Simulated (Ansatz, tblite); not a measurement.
Isomers of Mg$_{3}$Cl$_{4}$⁺ (doublet), found by a short tight-binding search and relaxed with PBE0-D4/def2-SVP in Ansatz.

The xTB rows come from tblite. B3LYP takes the VWN-RPA correlation. Correlated methods freeze 23 core orbitals; core or outer-core shells of Mg are correlated, in sets that lack core-valence functions.

Other spin states weren't relaxed.

A:

```csv
atom,x (Å),y (Å),z (Å)
Mg1,0.170,0.532,-2.488
Mg2,1.306,-1.327,0.966
Mg3,-0.862,0.531,0.637
Cl4,-1.657,1.674,-1.188
Cl5,-0.415,-1.679,-0.622
Cl6,1.637,0.829,0.044
Cl7,-0.179,-0.560,2.651
```

B:

```tsv
atom	x (Å)	y (Å)	z (Å)
Mg1	0.8217	-0.8939	-0.8187
Mg2	-3.1899	-0.0455	-2.6448
Mg3	2.8718	0.3855	2.9621
Cl4	-1.5301	0.0592	-1.0687
Cl5	4.5452	0.4529	4.3393
Cl6	1.1703	0.2495	1.4338
Cl7	-4.6890	-0.2077	-4.2030
```

C:

Cartesian coordinates in Å:
```
Mg 0.334 -0.151 1.796
Mg -1.769 0.291 -0.381
Mg 1.990 -0.202 -1.964
Cl -1.406 -1.581 1.037
Cl -0.904 1.799 1.239
Cl -0.514 0.215 -2.304
Cl 2.269 -0.370 0.576
```

D:

```xyz
7

Mg   -1.746   -1.338    1.320
Mg    0.425    0.573   -0.230
Mg    3.725    2.173   -3.070
Cl   -1.765   -0.004   -0.718
Cl    1.983    1.890   -1.358
Cl    0.565   -0.682    1.713
Cl   -3.187   -2.613    2.344
```

E:

Cartesian coordinates in Å:
```
Mg 1.052 0.252 -1.881
Mg -1.325 -2.252 2.561
Mg -0.588 0.961 0.936
Cl 0.080 -1.094 -0.040
Cl 0.296 2.268 -0.749
Cl -1.631 0.220 2.852
Cl 2.116 -0.355 -3.678
```

Estimate which lies lowest at each level, and how far above it the others are (kJ/mol).


```tsv
level	A	B	C	D	E
GFN1-xTB	26.8	61.8	16.3	0.0	0.5
GFN2-xTB	0.0	228.7	51.4	115.7	78.4
HF/def2-SVP	46.2	123.7	2.6	0.0	17.1
HF/def2-TZVP	48.1	119.4	1.9	0.0	18.4
PBE-D4/def2-SVP	17.2	153.9	0.0	32.1	28.7
PBE-D4/def2-TZVP	23.5	149.5	0.0	33.9	33.4
r2SCAN-D4/def2-TZVP	24.6	155.8	0.0	30.4	34.6
r2SCANh-D4/def2-TZVP	24.4	156.1	0.0	29.6	34.0
B3LYP-D4/def2-TZVP	34.4	143.0	0.0	22.9	26.2
PBE0-D4/def2-SVP	18.2	156.9	0.0	27.5	27.1
PBE0-D4/def2-TZVP	23.6	152.5	0.0	29.5	31.6
r2SCAN0-D4/def2-TZVP	24.1	156.5	0.0	28.6	33.3
MP2/def2-SVP	25.1	147.6	0.0	11.2	18.8
MP2/def2-TZVP	26.8	148.9	0.0	20.9	30.0
CCSD/def2-SVP	27.7	144.8	0.0	10.7	18.5
CCSD(T)/def2-SVP	25.5	146.9	0.0	12.4	18.8
```
Point groups (tolerance 0.1 Å): A Cs, B not assigned, C C2v, D not assigned, E Cs. D and E have the same bonds, so they are conformers or stereoisomers. Lower isomers may exist.
